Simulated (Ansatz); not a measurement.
The cluster Be5. Total charge 0; singlet. Geometry PBE/def2-TZVP; atoms count from 1.

Cartesian coordinates in Å:
```
Be 0.650 -0.900 -0.339
Be -1.080 0.123 -0.408
Be -0.602 -0.929 1.311
Be 0.602 0.928 -1.312
Be 0.430 0.777 0.748
```

The restricted singlet is unstable: a solution with broken spin symmetry lies lower. The structure comes from a short search, and lower isomers may exist.

Estimate the Mulliken populations from the PBE0/def2-TZVP orbitals of Ansatz.


```csv
atom,charge (e)
Be1,0.08
Be2,0.08
Be3,-0.11
Be4,-0.11
Be5,0.08
```
Mulliken values and Mayer orders depend strongly on the basis.

And the Mayer bond orders between bonded heavy atoms (over 0.3)?

Be1–Be2 0.65 (2.01 Å); Be1–Be3 0.72 (2.07 Å); Be1–Be4 0.72 (2.07 Å); Be1–Be5 0.66 (2.01 Å); Be2–Be3 0.72 (2.07 Å); Be2–Be4 0.72 (2.07 Å); Be2–Be5 0.65 (2.01 Å); Be3–Be5 0.72 (2.07 Å); Be4–Be5 0.72 (2.07 Å). Values over 0.3 also appear between atoms too far apart for a bond (Be3–Be4 0.52 at 3.43 Å); they arise where an orbital or an unpaired electron spreads over both atoms.
